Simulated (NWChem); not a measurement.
System: H₃O cation; SMILES [OH3+]

Parts of the log:

```
             Northwest Computational Chemistry Package (NWChem) 7.3.0
             --------------------------------------------------------

 C3V symmetry detected

                             Geometry "geometry" -> ""
                             -------------------------

 Output coordinates in angstroms (scale by  1.889725989 to convert to a.u.)

  No.       Tag          Charge          X              Y              Z
 ---- ---------------- ---------- -------------- -------------- --------------
    1 O                    8.0000     0.00000000    -0.00000000     0.07804391
    2 H                    1.0000     0.66934190     0.66934190    -0.20811709
    3 H                    1.0000     0.24499614    -0.91433804    -0.20811709
    4 H                    1.0000    -0.91433804     0.24499614    -0.20811709

 Effective nuclear repulsion energy (a.u.)      13.8110707593

      Symmetry information
      --------------------

 Group name             C3v
 Group number             17
 Group order               6
 No. of unique centers     2

  pbe96 is a nonlocal functional; adding pw91lda local functional.

                                 NWChem DFT Module
                                 -----------------

 Summary of "ao basis" -> "ao basis" (spherical)
 ------------------------------------------------------------------------------
       Tag                 Description            Shells   Functions and Types
 ---------------- ------------------------------  ------  ---------------------
 O                           6-31g*                  6       14   3s2p1d
 H                           6-31g*                  2        2   2s

      Symmetry analysis of basis
      --------------------------

        a1          8
        a2          0
        e          12

  Rotation of axis

            General Information
            -------------------
          SCF calculation type: DFT
          Wavefunction type:  closed shell.
          No. of atoms     :     4
          No. of electrons :    10
           Alpha electrons :     5
            Beta electrons :     5
          Charge           :     1
          Spin multiplicity:     1
          Use of symmetry is: on ; symmetry adaption is: on
          Maximum number of iterations: 150
          AO basis - number of functions:    20
                     number of shells:    12
          Convergence on energy requested:  1.00D-06
          Convergence on density requested:  1.00D-05
          Convergence on gradient requested:  5.00D-04

              XC Information
              --------------
          PerdewBurkeErnzerhof Exchange Functional  1.000
            Perdew 1991 LDA Correlation Functional  1.000 local
           PerdewBurkeErnz. Correlation Functional  1.000 non-local

             Grid Information
             ----------------
          Grid used for XC integration:  medium
          Radial quadrature: Mura-Knowles
          Angular quadrature: Lebedev.
          Tag              B.-S. Rad. Rad. Pts. Rad. Cut. Ang. Pts.
          ---              ---------- --------- --------- ---------
          O                   0.60       49           5.0       434
          H                   0.35       45           6.0       434
          Grid pruning is: on
          Number of quadrature shells:    94
          Spatial weights used:  Erf1

      Superposition of Atomic Density Guess
      -------------------------------------

 Sum of atomic energies:         -76.24904985

 Renormalizing density from      11.00 to     10

      Non-variational initial energy
      ------------------------------

 Total energy =     -71.834900
 1-e energy   =    -119.282297
 2-e energy   =      33.636327
 HOMO         =      -1.199209
 LUMO         =      -0.331552

      Symmetry analysis of molecular orbitals - initial
      -------------------------------------------------

  Numbering of irreducible representations:

     1 a1          2 a2          3 e

  Orbital symmetries:

     1 a1          2 a1          3 e           4 e           5 a1
     6 a1          7 e           8 e           9 a1         10 e
    11 e          12 a1         13 e          14 e          15 a1

     ---------------------------------------------
      Total Density - Mulliken Population Analysis
     ---------------------------------------------

    Atom       Charge   Shell Charges
 -----------   ------   -------------------------------------------------------
    1 O    8     9.21   2.00  1.05  3.84  0.79  1.52  0.01
    2 H    1     0.26   0.25  0.01
    3 H    1     0.26   0.25  0.01
    4 H    1     0.26   0.25  0.01

   convergence    iter        energy       DeltaE   RMS-Dens  Diis-err
 ---------------- ----- ----------------- --------- --------- ---------
 d= 0,ls=0.0,diis     1    -76.3025024913 -9.01D+01  8.98D-02  3.41D+00
 d= 0,ls=0.0,diis     2    -75.8200685316  4.82D-01  6.21D-02  7.97D+00
 d= 0,ls=0.0,diis     3    -76.5994745741 -7.79D-01  3.67D-03  2.09D-02
 d= 0,ls=0.0,diis     4    -76.6015185848 -2.04D-03  4.31D-04  3.59D-04
 d= 0,ls=0.0,diis     5    -76.6015541965 -3.56D-05  2.92D-05  1.18D-06
 d= 0,ls=0.0,diis     6    -76.6015543134 -1.17D-07  9.21D-07  6.16D-10

         Total DFT energy =      -76.601554313427
      One electron energy =     -128.197903334284
           Coulomb energy =       47.093384268036
    Exchange-Corr. energy =       -9.308106006472
 Nuclear repulsion energy =       13.811070759293

 Numeric. integr. density =        9.999999327474

                  Occupations of the irreducible representations
                  ----------------------------------------------

                     irrep           alpha         beta
                     --------     --------     --------
                     a1                3.0          3.0
                     a2                0.0          0.0
                     e                 2.0          2.0

                       DFT Final Molecular Orbital Analysis
                       ------------------------------------

 Vector    3  Occ=2.000000D+00  E=-8.796874D-01  Symmetry=e
              MO Center=  1.1D-01,  8.9D-02, -1.8D-02, r^2= 7.1D-01
   Bfn.  Coefficient  Atom+Function         Bfn.  Coefficient  Atom+Function
  ----- ------------  ---------------      ----- ------------  ---------------
     4      0.414289  1 O  py                 3      0.373991  1 O  px
    15      0.258941  2 H  s                  8      0.230008  1 O  py
     7      0.207635  1 O  px                17     -0.140935  3 H  s
    19     -0.118007  4 H  s                 16      0.061859  2 H  s
    18     -0.033668  3 H  s                 20     -0.028191  4 H  s

 Vector    4  Occ=2.000000D+00  E=-8.796874D-01  Symmetry=e
              MO Center= -1.1D-01, -8.9D-02, -1.8D-02, r^2= 7.1D-01
   Bfn.  Coefficient  Atom+Function         Bfn.  Coefficient  Atom+Function
  ----- ------------  ---------------      ----- ------------  ---------------
     3      0.414289  1 O  px                 4     -0.373991  1 O  py
     7      0.230008  1 O  px                19     -0.230868  4 H  s
    17      0.217631  3 H  s                  8     -0.207635  1 O  py
    20     -0.055152  4 H  s                 18      0.051990  3 H  s

 Vector    5  Occ=2.000000D+00  E=-6.775393D-01  Symmetry=a1
              MO Center= -1.5D-17,  1.1D-17,  1.7D-01, r^2= 5.7D-01
   Bfn.  Coefficient  Atom+Function         Bfn.  Coefficient  Atom+Function
  ----- ------------  ---------------      ----- ------------  ---------------
     5      0.646179  1 O  pz                 9      0.445272  1 O  pz
     6      0.164762  1 O  s                  2      0.128768  1 O  s
    15     -0.057026  2 H  s                 17     -0.057026  3 H  s
    19     -0.057026  4 H  s                  1     -0.050349  1 O  s
    12     -0.030763  1 O  d  0              16     -0.025471  2 H  s

 Vector    6  Occ=0.000000D+00  E=-2.898415D-01  Symmetry=a1
              MO Center= -5.3D-15, -1.8D-15, -2.7D-01, r^2= 2.5D+00
   Bfn.  Coefficient  Atom+Function         Bfn.  Coefficient  Atom+Function
  ----- ------------  ---------------      ----- ------------  ---------------
     6      1.082721  1 O  s                 16     -0.623681  2 H  s
    18     -0.623681  3 H  s                 20     -0.623681  4 H  s
     2      0.282770  1 O  s                  9     -0.205756  1 O  pz
     5     -0.184307  1 O  pz                15     -0.163862  2 H  s
    17     -0.163862  3 H  s                 19     -0.163862  4 H  s

 Vector    7  Occ=0.000000D+00  E=-1.934265D-01  Symmetry=e
              MO Center= -3.9D-01,  3.4D-01, -2.3D-01, r^2= 2.3D+00
   Bfn.  Coefficient  Atom+Function         Bfn.  Coefficient  Atom+Function
  ----- ------------  ---------------      ----- ------------  ---------------
    20      1.206680  4 H  s                 16     -0.845824  2 H  s
     7      0.655531  1 O  px                 3      0.466959  1 O  px
    18     -0.360856  3 H  s                 19      0.249001  4 H  s
    15     -0.174537  2 H  s                 17     -0.074463  3 H  s

 Vector    8  Occ=0.000000D+00  E=-1.934265D-01  Symmetry=e
              MO Center=  3.9D-01, -3.4D-01, -2.3D-01, r^2= 2.3D+00
   Bfn.  Coefficient  Atom+Function         Bfn.  Coefficient  Atom+Function
  ----- ------------  ---------------      ----- ------------  ---------------
    18      1.185014  3 H  s                 16     -0.905017  2 H  s
     8      0.655531  1 O  py                 4      0.466959  1 O  py
    20     -0.279996  4 H  s                 17      0.244530  3 H  s
    15     -0.186752  2 H  s                 19     -0.057778  4 H  s

     ---------------------------------------------
      Total Density - Mulliken Population Analysis
     ---------------------------------------------

    Atom       Charge   Shell Charges
 -----------   ------   -------------------------------------------------------
    1 O    8     8.65   2.00  0.90  3.01  0.94  1.79  0.02
    2 H    1     0.45   0.42  0.03
    3 H    1     0.45   0.42  0.03
    4 H    1     0.45   0.42  0.03

     -------------------------------------------
      Total Density - Lowdin Population Analysis
     -------------------------------------------

    Atom       Charge   Shell Charges
 -----------   ------   -------------------------------------------------------
    1 O    8     8.27   1.99  0.84  2.84  0.67  1.90  0.03
    2 H    1     0.58   0.40  0.18
    3 H    1     0.58   0.40  0.18
    4 H    1     0.58   0.40  0.18

     Multipole analysis of the density
     ---------------------------------

     L   x y z        total         alpha         beta         nuclear
     -   - - -        -----         -----         ----         -------
     0   0 0 0      1.000000     -5.000000     -5.000000     11.000000

     1   1 0 0      0.000000      0.000000      0.000000      0.000000
     1   0 1 0     -0.000000      0.000000      0.000000     -0.000000
     1   0 0 1     -0.646147     -0.323074     -0.323074     -0.000000

     2   2 0 0     -1.862813     -3.331261     -3.331261      4.799709
     2   1 1 0     -0.000000      0.000000      0.000000     -0.000000
     2   1 0 1     -0.000000     -0.000000     -0.000000      0.000000
     2   0 2 0     -1.862813     -3.331261     -3.331261      4.799709
     2   0 1 1      0.000000     -0.000000     -0.000000      0.000000
     2   0 0 2     -4.611939     -2.624982     -2.624982      0.638024
```

Level: PBE/6-31G* (spherical d). The geometry was optimised at B3LYP/6-31G* (spherical d).

Q: Write an input that gives this output.

A: One answer among several that fit: the input that was run:
```
start job
memory heap 200 mb stack 900 mb global 1100 mb
charge 1
geometry units angstroms noautoz
  O      0.000000     0.000000     0.078775
  H      0.669342     0.669342    -0.207386
  H      0.244996    -0.914338    -0.207386
  H     -0.914338     0.244996    -0.207386
end
basis spherical
  * library 6-31g*
end
dft
  xc xpbe96 cpbe96
  iterations 150
  mulliken
end
task dft energy
```
